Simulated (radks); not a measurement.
Question: Species: Ni II. Configuration: [Ar] 3d9. Method: non-relativistic Kohn-Sham, PBEsol, spin-polarised, spherical densities, point nucleus; open shells are filled with parallel spins first; computed with a radial shooting solver on a logarithmic mesh with Libxc functionals. Some entries of the table are withheld. Estimate them.

orbital,occ.,eigenvalue (hartree),<1/r> (bohr^-1),r(max) (bohr)
1s up,1,-298.3120,27.50,0.03617
1s down,1,-298.3120,27.50,0.03617
2s up,1,-35.43714,5.944,0.2077
2s down,1,-35.41690,5.947,0.2077
2p up,3,-30.95813,5.906,0.1661
2p down,3,-30.94309,5.908,0.1661
3s up,1,-4.08894,1.876,0.6489
3s down,1,-4.05025,1.874,0.6491
3p up,3,-2.72726,1.745,0.6521
3p down,3,-2.68917,1.742,0.6525
3d up,5,-0.49485,1.320,(1)
3d down,4,-0.46094,1.305,(2)

Answer: 
(1) 3d up r(max) (bohr): 0.6353
(2) 3d down r(max) (bohr): 0.6375
